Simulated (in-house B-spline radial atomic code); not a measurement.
A fraction x of an electron is removed from 3d in the manganese ion Mn⁵⁺, starting from [Ar] 3d2 and keeping the highest spin. All numbers are computed (non-relativistic HSE06, spin-polarised, spherical fractional occupations; point nucleus) with a radial B-spline atomic code at the basis-set limit, not measured.

Caution: exact exchange at fractional occupations of open shells leaves self-interaction of up to several eV.

```tsv
x	E(x) - E(0) (eV)	3d up level (eV)
0	0.0000	-83.665
0.12	10.1938	-86.235
0.22	18.9251	-88.394
0.33	28.7800	-90.787
0.41	36.1130	-92.540
0.5	44.5308	-94.524
0.51	45.4771	-94.745
0.65	58.9592	-97.859
0.86	80.0050	-102.587
0.9	84.1266	-103.495
1	94.5902	-105.776
```

The exact functional would give a straight line between the two integer points. Deviations E(x) - E(0) - x[E(1) - E(0)], in eV: -1.157 at x = 0.12, -1.885 at x = 0.22, -2.435 at x = 0.33, -2.669 at x = 0.41, -2.764 at x = 0.5, -2.764 at x = 0.51, -2.524 at x = 0.65, -1.343 at x = 0.86, -1.005 at x = 0.9.

The curve lies below the straight line by up to 2.764 eV (at x = 0.5): convex, the delocalisation error, to which spherically averaged exact exchange adds.

How well does Slater's transition state (minus the level at half occupation) give the ionisation energy?

It gives 94.524 eV against 94.590 eV from the two total energies; NIST lists 95.60 eV, ground level to ground level. The end point has an open shell averaged over its orbitals, so its exact exchange keeps a self-interaction and this is no true integer point.
